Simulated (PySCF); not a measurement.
NiO₃, SMILES [O]1[O][Ni]1=[O], multiplicity 1. Atoms are numbered in the order given.

```xyz
4

Ni     0.1005     0.2741     0.0000
O     -0.1948     1.8558     0.0000
O      0.5833    -1.3744     0.0000
O     -0.7402    -1.4410     0.0000
```
Charge 0, spin multiplicity 1.

Geometry optimised at B3LYP-D3(BJ)/def2-SVP. The spin state was assumed, not searched.

All values below come from PBE/def2-TZVPD (PySCF).

Gas-phase values at a fixed geometry.

Q: Estimate the frontier levels, gap, dipole moment and polarisability. (Estimate from the structure and the level; the computed values follow.)

A: 
The highest occupied level is -6.78 eV and the lowest empty level is -6.53 eV. The orbital gap is 0.25 eV and the dipole moment is 1.68 D. The quadrupole, principal values (traceless, Buckingham form, about the centre of nuclear charge) is -6.17, 2.61, 3.56 D·Å and the mean static polarisability is 43.7 bohr³ (6.48 Å³). The polarisability, principal values is 27.0, 32.0, 72.3 bohr³.
